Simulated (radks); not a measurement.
Question: Valence configurations of Ce3+ (all share [Xe]). Method: scalar-relativistic Kohn-Sham, r2SCAN, spin-unpolarised, spherical densities, finite nucleus; meta-GGA in the generalised Kohn-Sham scheme; Fermi nuclear charge, rms radius 4.8771 fm; computed with a radial shooting solver on a logarithmic mesh with Libxc functionals. Order these by energy: 5d1; 6s1; 4f0.5 5d0.5; 4f1; 6p1; 5d0.5 6s0.5; 4f0.5 6s0.5.

Answer: From the lowest, in eV above it: 4f1 0.000; 4f0.5 5d0.5 3.065; 4f0.5 6s0.5 5.098; 5d1 7.276; 5d0.5 6s0.5 9.548; 6s1 11.828; 6p1 16.541. NIST lists [Xe] 4f1 as the ground configuration; this level of theory agrees among the configurations tried. The energies are those of spherical spin-averaged densities, not of single terms.
